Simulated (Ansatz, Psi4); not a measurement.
Interaction energy of F2Mg ··· H2S (SMILES [F][Mg][F] and S). Monomers: optimised at B3LYP-D3(BJ) (def2-TZVP), held rigid. Orientation: lowest of the rigid-body minima from ten starts at GFN2-xTB. Only R, the distance of the centres of mass, is varied, so the lowest point isn't the relaxed dimer.

Levels: PBE/def2-TZVP, counterpoise-corrected (Psi4); PBE-D3(BJ)/def2-TZVP, counterpoise-corrected (Psi4); PBE0-D3(BJ)/def2-TZVP, counterpoise-corrected (Psi4); CCSD(T)/aug-cc-pVDZ = CCSD(T) on RHF/aug-cc-pVDZ, frozen core, counterpoise-corrected (Ansatz, a quantum-chemistry and plane-wave program).

Interaction energies in kcal/mol; the last columns give the difference from CCSD(T):

| R / Å | PBE/def2-TZVP | PBE-D3(BJ)/def2-TZVP | PBE0-D3(BJ)/def2-TZVP | CCSD(T)/aug-cc-pVDZ | PBE/def2-TZVP − CCSD(T)/aug-cc-pVDZ | PBE-D3(BJ)/def2-TZVP − CCSD(T)/aug-cc-pVDZ | PBE0-D3(BJ)/def2-TZVP − CCSD(T)/aug-cc-pVDZ |
|---|---|---|---|---|---|---|---|
| 2.22 | 7.26 | 5.64 | 4.50 | 12.91 | -5.65 | -7.27 | -8.41 |
| 2.43 | -4.47 | -6.03 | -6.86 | -1.01 | -3.46 | -5.01 | -5.85 |
| 2.60 | -8.19 | -9.68 | -10.24 | -5.81 | -2.38 | -3.87 | -4.43 |
| 2.79 | -9.31 | -10.71 | -11.00 | -7.69 | -1.62 | -3.01 | -3.31 |
| 3.04 | -8.63 | -9.88 | -9.93 | -7.57 | -1.05 | -2.31 | -2.36 |
| 3.31 | -7.01 | -8.10 | -8.02 | -6.31 | -0.71 | -1.80 | -1.71 |
| 3.58 | -5.39 | -6.30 | -6.18 | -4.89 | -0.49 | -1.41 | -1.29 |
| 4.08 | -3.12 | -3.74 | -3.65 | -2.86 | -0.26 | -0.88 | -0.79 |
| 4.78 | -1.45 | -1.76 | -1.73 | -1.35 | -0.10 | -0.41 | -0.38 |
| 5.79 | -0.53 | -0.64 | -0.65 | -0.53 | 0.00 | -0.11 | -0.12 |
| 7.13 | -0.17 | -0.20 | -0.22 | -0.19 | 0.02 | -0.01 | -0.02 |

PBE/def2-TZVP is furthest from CCSD(T)/aug-cc-pVDZ at 2.22 (-5.65 kcal/mol, below); its mean absolute difference over the points is 1.43 kcal/mol.

PBE-D3(BJ)/def2-TZVP is furthest from CCSD(T)/aug-cc-pVDZ at 2.22 (-7.27 kcal/mol, below); its mean absolute difference over the points is 2.37 kcal/mol.

PBE0-D3(BJ)/def2-TZVP is furthest from CCSD(T)/aug-cc-pVDZ at 2.22 (-8.41 kcal/mol, below); its mean absolute difference over the points is 2.61 kcal/mol.
